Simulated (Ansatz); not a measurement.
Input file for Ansatz (a first-principles code): R-PBE0/def2-TZVPP on FGeHS (SMILES [F][Ge][SH]), a point of a torsion scan.

Ansatz 0.2 input:
```yaml
crystal:
  periodic: [false, false, false]
  atoms:
    - {symbol: F, position_ang: [1.67393646, -0.63343313, 0.17243845]}
    - {symbol: Ge, position_ang: [0.92922549, 0.94382926, -0.30664269]}
    - {symbol: S, position_ang: [-1.16343929, 0.43550440, 0.34410955]}
    - {symbol: H, position_ang: [-1.65468650, 1.61575631, -0.02842932]}
basis:
  gaussian:
    orbitals: def2-TZVPP
hamiltonian:
  xc: {name: PBE0}
scf: {lower_state_search: off}
```

Output:

```
WARN ansatz: RAYON_NUM_THREADS=1 ignored (pool sized by the plan → 1); use --threads N
Functional definition: PBE0
these checks for a lower state are left out or cut short: stability, starts, cluster_reference, orbital_swaps, neighbouring_geometries, increment
integrals: 0.06 GiB planned
931 factors; their error is unknown
mean field: 0.50 GiB planned
mean field evaluation 1: about -70073.3181 eV, gradient 4.2e1 eV
mean field evaluation 2: about -70061.7441 eV, gradient 9.5e1 eV
mean field evaluation 4: about -70076.2248 eV, gradient 4.7e0 eV
mean field evaluation 8: about -70076.5651 eV, gradient 1.4e-1 eV
mean field evaluation 16: about -70076.5651 eV, gradient 2.0e-6 eV
mean field -70076.56509201 eV, -2575.2662675296 hartree, gradient 2.0e-6 eV, S^2 0.000000; 0 other end points of the search recorded, 0 dependent functions left out
reference -70076.56511172 eV, -2575.2662682540 hartree; 29, 29 occupied and 106, 106 virtual orbitals, 931 factors
Total energy: -70076.56511172 eV, -2575.2662682540 hartree
Checks for a lower state left out: stability, starts, cluster_reference, orbital_swaps, neighbouring_geometries, increment
```

The run converged.

Cost: around 1.4 core-seconds (rough).
